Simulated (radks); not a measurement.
Species: Sb. Configuration: [Kr] 4d10 5s2 5p2 5d1 (not the ground configuration). Method: scalar-relativistic Kohn-Sham, PBE, spin-unpolarised, spherical densities, point nucleus; computed with a radial shooting solver on a logarithmic mesh with Libxc functionals.

X-ray form factor f0, the Fourier transform of the density (f0(0) = 51):

sin(theta)/lambda (1/angstrom)  f0 (electrons)
0.05                                    49.410
0.1                                     46.914
0.15                                    44.009
0.2                                     41.016
0.25                                    38.158
0.3                                     35.490
0.4                                     30.735
0.5                                     26.782
0.6                                     23.653
0.8                                     19.419
1                                       16.672
1.25                                    13.857
1.5                                     11.318
2                                        7.627
